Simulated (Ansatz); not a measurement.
Basis-set series for CH₄ClNSi₂ (`N#C[SiH2][SiH2]Cl`). Total charge 0; spin multiplicity 1. The structure was optimised at the PBE0-D4/def2-TZVP level. It is one conformer, not always the lowest.

```json
{"functional": "PBE0-D4", "basis": "def2-SVP", "functions": "102", "energy (Eh)": "-1133.57703", "HOMO (eV)": "-8.62", "LUMO (eV)": "-1.11"}
{"functional": "PBE0-D4", "basis": "def2-QZVPP", "functions": "444", "energy (Eh)": "-1134.08807", "HOMO (eV)": "-8.70", "LUMO (eV)": "-1.37"}
{"functional": "ωB97M-V", "basis": "def2-SVP", "functions": "102", "energy (Eh)": "-1133.97883", "HOMO (eV)": "-10.62", "LUMO (eV)": "0.90"}
{"functional": "ωB97M-V", "basis": "def2-QZVPP", "functions": "444", "energy (Eh)": "-1134.49109", "HOMO (eV)": "-10.75", "LUMO (eV)": "0.45"}
```

Problem. Give the rows for def2-TZVPP. (An estimate is asked.)

Solution. Computed: 
```
functional       basis  functions  energy (Eh)  HOMO (eV)  LUMO (eV)
   PBE0-D4  def2-TZVPP        244  -1134.05024      -8.69      -1.32
   ωB97M-V  def2-TZVPP        244  -1134.45562     -10.73       0.59
```

Positive LUMOs are unbound and depend on the basis.
